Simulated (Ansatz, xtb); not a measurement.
**Relative energy of two isomers of CH3NZn**

We compare X, `C=[N][ZnH]`, a singlet, with Y, `[H]/N=[CH]/[ZnH]`, a singlet. Both are isolated molecules in the gas phase, relaxed with B3LYP/6-31G*.

X (Å):

```xyz
6

C    -0.9029    0.4470    0.7147
N     0.0924   -0.3186    0.6072
Zn    1.5610   -0.5442   -0.4097
H     2.8593   -1.0087   -1.0574
H    -1.1195    1.3184    0.0687
H    -1.6587    0.2837    1.5034
```

Y (Å):

```xyz
6

C    -0.4508    0.1905   -1.2026
N    -1.7176    0.4075   -1.1861
Zn   -0.0331   -1.4805   -0.3516
H    -1.9660    1.3005   -1.6384
H     0.2478    0.9117   -1.6620
H     0.1117   -2.8384    0.3600
```

Energies in hartree; the thermal terms are from B3LYP/6-31G* harmonic frequencies (ideal gas, rigid rotor, one conformer each, 298.15 K, 1 atm) and include the zero-point energy:

|  | X | Y |
| --- | --- | --- |
| E, CCSD(T)/def2-TZVP | −1872.855783 | −1872.842862 |
| zero-point energy | 0.035216 | 0.035745 |
| H(298 K) − E | 0.040793 | 0.041197 |
| G(298 K) − E | 0.008283 | 0.008473 |

Question: Work out ΔE, ΔE₀, ΔH and ΔG for X → Y in kJ/mol (1 Eh = 2625.50 kJ/mol) and the equilibrium ratio [Y]/[X].

Answer: 1. ΔE = −1872.842862 − (−1872.855783) = +0.012921 Eh = +33.92 kJ/mol.
2. ΔE₀ = ΔE + ΔZPE = +0.012921 + (+0.000529) Eh = +35.31 kJ/mol.
3. ΔH = ΔE + (+0.000404) Eh = +34.98 kJ/mol.
4. ΔG = ΔE + (+0.000190) Eh = +34.42 kJ/mol, so ΔS = (ΔH − ΔG)/T = +1.9 J/(mol K).
5. kT = 0.9442 mEh, so K = [Y]/[X] = exp(−ΔG/kT) = exp(−13.89) ≈ 9.3 × 10^−7.

Structure X is favoured at this temperature. An error of 4 kJ/mol in ΔG would change K by a factor of 5. Mirror images and further conformers aren't counted.

As drawn, Y has 1 N–H, 1 C–Zn in place of 1 N–Zn, 1 C–H.

Other levels gave ΔE = +44.9 (B3LYP/6-31G*); +40.2 (HF/def2-TZVP); +37.8 (MP2/def2-TZVP) kJ/mol. The correlated steps freeze 7 core orbitals; the last core shell of Zn is correlated, in a basis made for valence electrons. Programs: Ansatz 0.2.0.
